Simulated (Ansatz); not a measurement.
Relaxation of C₅H₁₃Al (19 atoms, charge 0, multiplicity 1), to a largest force component of 0.015 eV/Å in at most 40 steps.

All numbers below come from RKS PBE/STO-3G (Ansatz).

```xyz
19
Properties=species:S:1:pos:R:3
C -0.774 -1.861 0.388
C 0.236 -0.845 -0.156
C 0.847 -1.402 -1.419
C 1.318 -0.349 0.818
C 2.094 0.841 0.389
Al 2.581 -1.812 1.555
H -1.581 -1.987 -0.387
H -1.262 -1.406 1.291
H -0.352 -2.779 0.657
H -0.360 0.025 -0.452
H 0.051 -1.703 -2.164
H 1.477 -2.317 -1.274
H 1.502 -0.641 -1.895
H 0.765 -0.069 1.814
H 2.696 1.239 1.215
H 1.463 1.616 0.019
H 2.824 0.545 -0.438
H 3.664 -1.474 2.681
H 2.475 -3.306 0.957
```

Task: Where does it end, and by what steps?

Result: It converged. Limits of this set-up: minimal basis. After 4 steps the energy has fallen by 0.865 eV; H18 moved furthest, 0.19 Å.

```json
{"step": "0", "energy less start (eV)": "0.0000", "largest force component (eV/Å)": "4.926", "accepted": "yes"}
{"step": "1", "energy less start (eV)": "-0.8050", "largest force component (eV/Å)": "0.888", "accepted": "yes"}
{"step": "2", "energy less start (eV)": "-0.8601", "largest force component (eV/Å)": "0.202", "accepted": "yes"}
{"step": "3", "energy less start (eV)": "-0.8648", "largest force component (eV/Å)": "0.072", "accepted": "yes"}
{"step": "4", "energy less start (eV)": "-0.8652", "largest force component (eV/Å)": "0.014", "accepted": "yes"}
```

```xyz
19
Properties=species:S:1:pos:R:3
C -0.772 -1.855 0.428
C 0.238 -0.826 -0.175
C 0.876 -1.407 -1.479
C 1.311 -0.402 0.897
C 2.140 0.833 0.405
Al 2.485 -1.820 1.512
H -1.560 -2.109 -0.306
H -1.260 -1.440 1.330
H -0.255 -2.792 0.712
H -0.344 0.078 -0.469
H 0.090 -1.678 -2.208
H 1.465 -2.317 -1.255
H 1.546 -0.667 -1.956
H 0.733 -0.043 1.778
H 2.792 1.218 1.212
H 1.478 1.664 0.086
H 2.789 0.584 -0.458
H 3.515 -1.473 2.566
H 2.398 -3.236 0.979
```

Whether the end is a true minimum wasn't checked by a vibrational analysis.

Run time: 25 s on 1 CPU thread of a shared host.
